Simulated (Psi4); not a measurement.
Computed with SAPT0/jun-cc-pVDZ, frozen core in Psi4.

Psi4 input:

```
molecule {
0 1
F -0.76934933 -0.30389342 1.03620817
C -0.00004534 0.00006689 -0.00007236
F -0.31244191 1.21049164 -0.44273391
F -0.19024937 -0.88735494 -0.96668565
F 1.27208595 -0.01931018 0.37328376
--
-1 1
F -2.44006674 0.03620117 -0.71581880
units angstrom
symmetry c1
no_reorient
no_com
}
set basis jun-cc-pvdz
set scf_type df
set freeze_core true
energy('sapt0')
```

Part of the output:

```
    SAPT Results
  --------------------------------------------------------------------------------------------------------
    Electrostatics                -32.02599985 [mEh]     -20.09661831 [kcal/mol]     -84.08425101 [kJ/mol]
      Elst10,r                    -32.02599985 [mEh]     -20.09661831 [kcal/mol]     -84.08425101 [kJ/mol]

    Exchange                       44.27390935 [mEh]      27.78229756 [kcal/mol]     116.24113299 [kJ/mol]
      Exch10                       44.27390935 [mEh]      27.78229756 [kcal/mol]     116.24113299 [kJ/mol]
      Exch10(S^2)                  43.81864529 [mEh]      27.49661505 [kcal/mol]     115.04583735 [kJ/mol]

    Induction                      -9.29762181 [mEh]      -5.83434577 [kcal/mol]     -24.41090270 [kJ/mol]
      Ind20,r                     -49.21192561 [mEh]     -30.88094955 [kcal/mol]    -129.20589290 [kJ/mol]
      Exch-Ind20,r                 41.47972861 [mEh]      26.02892267 [kcal/mol]     108.90501245 [kJ/mol]
      delta HF,r (2)               -1.56542480 [mEh]      -0.98231889 [kcal/mol]      -4.11002226 [kJ/mol]

    Dispersion                     -3.63265719 [mEh]      -2.27952680 [kcal/mol]      -9.53754013 [kJ/mol]
      Disp20                       -6.71509590 [mEh]      -4.21378630 [kcal/mol]     -17.63048187 [kJ/mol]
      Exch-Disp20                   3.08243872 [mEh]       1.93425950 [kcal/mol]       8.09294174 [kJ/mol]
      Disp20 (SS)                  -3.35754795 [mEh]      -2.10689315 [kcal/mol]      -8.81524093 [kJ/mol]
      Disp20 (OS)                  -3.35754795 [mEh]      -2.10689315 [kcal/mol]      -8.81524093 [kJ/mol]
      Exch-Disp20 (SS)              1.57141757 [mEh]       0.98607941 [kcal/mol]       4.12575627 [kJ/mol]
      Exch-Disp20 (OS)              1.51102114 [mEh]       0.94818008 [kcal/mol]       3.96718547 [kJ/mol]

  Total HF                          2.95028770 [mEh]       1.85133348 [kcal/mol]       7.74597928 [kJ/mol]
  Total SAPT0                      -0.68236949 [mEh]      -0.42819332 [kcal/mol]      -1.79156085 [kJ/mol]
```
